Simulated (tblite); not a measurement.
Br3Ga, triplet, at a GFN2-xTB geometry (such geometries of metal compounds can be far from the true shape) (a higher spin typed on purpose: for a closed-shell molecule this is an excited state); GFN1-xTB (tblite).

The tblite input:
```
$ tblite run mol.xyz --method gfn1 --charge 0 --spin 2 --etemp 2000 --json tblite.json --no-restart

# file mol.xyz
4

Ga    -0.27077948    -0.71796905    -0.48892471
Br     2.22568078    -0.13887558    -0.52880924
Br    -0.69617557    -0.78465860     2.03770240
Br    -1.28967196     1.55944963    -1.07584556
```

What the program printed (banner, timings and long lists left out):

```
xTB calculator
 | screened Coulomb repulsion
 | Coulomb electrostatics
 |  * isotropic Klopman-Ohno-Mataga-Nishimoto electrostatics
 |  * onsite third-order electrostatics
 | DFT-D3(BJ) dispersion correction

halogen bonding energy    0.0000000000000E+00 Eh
repulsion energy          5.8518135726357E-03 Eh
dispersion energy        -2.0165411238933E-03 Eh
number of electrons       2.4000000000000E+01 e
integral cutoff           4.0000000000000E+01 bohr

------------------------------------------------------------
  cycle        total energy    energy error   density error
------------------------------------------------------------
      1     -13.02626390791  -1.3030099E+01   2.3734702E-01
      2     -13.03769304603  -1.1429138E-02   1.2516836E-01
      3     -13.03771032123  -1.7275199E-05   5.2879412E-02
      4     -13.03803720014  -3.2687891E-04   2.7919146E-03
      5     -13.03804856033  -1.1360197E-05   4.2632431E-04
      6     -13.03804847914   8.1193308E-08   3.1773039E-04
      7     -13.03804854491  -6.5773980E-08   2.4634988E-04
      8     -13.03804864941  -1.0449628E-07   8.7765905E-07
------------------------------------------------------------

electronic energy        -1.3041883921858E+01 Eh
total energy             -1.3038048649410E+01 Eh

Post processing:
 | Mayer-Wiberg bond orders

[Info] JSON dump of results written to 'tblite.json'
```
